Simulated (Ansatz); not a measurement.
A calculation with Ansatz (development build ahead of 0.2.0).

```yaml
crystal:
  periodic: [false, false, false]
  atoms:
    - { symbol: Cd, position_ang: [0.0, 0.0, 0.0] }
basis:
  gaussian: { orbitals: def2-SVP }
total_charge: 1
magnetization:
  initial_magnetization: 1
hamiltonian:
  xc: pbe0
scf:
  omitted_lower_state_checks: [stability, starts, atomic_configurations, cluster_reference, orbital_swaps, given_window_search, neighbouring_geometries, increment]
output:
  forces: true
```

The input is written out in the form of the current development build from the run's settings. The basis set brings a core potential for Cd, so the total leaves out those core electrons.

The run gave:

| Quantity | Value |
| --- | --- |
| Converged | yes |
| Total energy | -167.41017 hartree |
| Spin squared of the determinant | 0.750 |

Forces (eV/Å):
| atom | Fx | Fy | Fz |
| --- | --- | --- | --- |
| Cd1 | 0.000 | 0.000 | 0.000 |
